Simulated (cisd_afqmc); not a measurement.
Input (AFQMC/CISD/def2-SVP; cisd_afqmc is a phaseless AFQMC code with CISD trial states that reads the integrals written by Ansatz):

Ansatz 0.2 input:
```python
import cisd_afqmc

open("ham.yaml", "w").write("""\
crystal:
  periodic: [false, false, false]
  atoms:
    - {symbol: Br, position_ang: [0.00000000, 0.00000000, 0.00000000]}
basis:
  gaussian:
    orbitals: def2-SVP
magnetization: {spin_polarized: true, initial_magnetization: 1}
correlation: {method: ccsd, electrons: outside_noble_gas, hamiltonian_folder: ham}
scf: {lower_state_search: full}
""")
rep = cisd_afqmc.ansatz("ham.yaml")
e_ccsd = rep["correlation"]["coupled_cluster"]["energy"]["hartree"]
out = cisd_afqmc.run("ham", e_ccsd, trial="CISD", walkers=200, populations=8, threads=8, dt=0.005, steps=40, early=24, settle=10, least=48,
    target=0.0004, seconds=1500, seed=1, memory=12960, gpu=False)
```

Output:

```
orbitals 18, occupied [4, 3], factors 104 of 223, rank of the doubles 100 of 101
E(HF) = -2572.082202
E(CCSD) on the cut factors = -2572.194485, shift to the whole factors -0.000000
Energy of the trial state on the determinant = -2572.194484
  tau behind 7.2 of longer steps, mean of the populations' last blocks
   2.0  -2572.19624
   4.0  -2572.19614
   6.0  -2572.19609
   8.0  -2572.19599
  10.0  -2572.19591
blocks 393 (1 outliers left out), error by blocks joined: 1: 0.00003, 2: 0.00004, 4: 0.00004, 8: 0.00005, 16: 0.00005
E(AFQMC/CISD) = -2572.19605 +/- 0.00005
```
